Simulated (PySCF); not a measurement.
A GIAO shielding run with PySCF 2.14.0 with density-fitted response routines (density fitting, non-relativistic, gas phase) on `C#C[C@@H](F)C[C@@H]([SiH3])CO[SiH3]`, C$_{6}$H$_{13}$FOSi$_{2}$:

```
$ OMP_NUM_THREADS=1 python probes_run.py task.json out

{"job": {"kind": "nmr", "xc": "PBE0", "basis": "pcSseg-1"}, "charge": 0, "multiplicity": 1}
C     -2.911990    -1.478141     1.649981
C     -2.629740    -0.386737     1.248587
C     -2.259623     0.943129     0.797826
F     -1.484140     1.563662     1.770668
C     -1.504649     0.922723    -0.538159
C     -0.325839    -0.043172    -0.566957
Si     0.549073    -0.131495    -2.268182
C      0.761951     0.328533     0.428676
O      1.967569    -0.202069    -0.058080
Si     3.385993    -0.328682     0.720286
H     -3.175297    -2.436697     1.985953
H     -3.164063     1.565627     0.713038
H     -1.159422     1.939841    -0.738849
H     -2.220489     0.643771    -1.314062
H     -0.700231    -1.040343    -0.315359
H     -0.526135    -0.103455    -3.274275
H      1.287423    -1.378896    -2.416072
H      1.382616     1.050681    -2.471943
H      0.562909    -0.053791     1.435466
H      0.857622     1.418835     0.498637
H      3.224686    -1.101172     1.956457
H      4.157458    -1.013462    -0.304374
H      3.919563     0.992110     1.070814
```

Hardware: 1 thread of an Arm Neoverse N1, shared host. The job also computes population analyses, field gradients.

Task: How large is the calculation?

Result: 94 electrons, 249 basis functions and 1336 auxiliary functions.

Task: How long does it take, and how much memory does it need?

Result: 2.1 min of wall time, with 15 SCF cycles and 5 response iterations; peak memory 1.1 GiB. Times on a shared host scatter by some tens of per cent.
